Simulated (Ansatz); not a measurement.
Consider the substitution at a C–C bond: `[SiH3]CC1=C[Te]1` + `O[SiH2]O` → `O[SiH2]OC[SiH3]` + `C1=C[Te]1`.

Isolated molecules relaxed with PBE0-D4/def2-TZVP in Ansatz; ΔE leaves out vibrations. CBS: MP2 limit from def2 TZ/QZ plus the TZ coupled-cluster correction, frozen cores. DFT in def2-TZVPP. B3LYP here is the variant with VWN-RPA as its local correlation; programs differ in this. def2 core potentials past Kr. For Te outer-core shells are correlated without core-valence functions, which leaves a few kJ/mol of doubt a bond. One conformer a species, not always the lowest.

| level | ΔE (kcal/mol) |
| --- | --- |
| PBE-D4 | 26.1 |
| r2SCAN-D4 | 26.2 |
| B3LYP-D4 | 24.9 |
| B2PLYP | 25.5 |
| PBE | 25.4 |
| r2SCAN | 26.1 |
| HF/CBS(def2) | 22.6 |
| CCSD/CBS(def2) | 25.9 |

Q: What does CCSD(T)/CBS give? (An estimate is asked.)

A: Ansatz gave: +26.4 kcal/mol. The listed levels differ from it by -0.3, -0.2, -1.5, -0.9, -1.0, -0.3, -3.8, -0.5 kcal/mol.

Largest T1 diagnostic among the species: 0.012.

The D4 term adds +1.2 kcal/mol with B3LYP and +0.7 kcal/mol with PBE0; it sums over pairs of atoms, weighted by their polarisabilities, and B3LYP, whose exchange is more repulsive, gets the larger term. In def2-TZVPP, CCSD(T) changes the Hartree–Fock value by +2.9 kcal/mol (the triples alone add +0.6 kcal/mol) and MP2 by +6.8 kcal/mol.
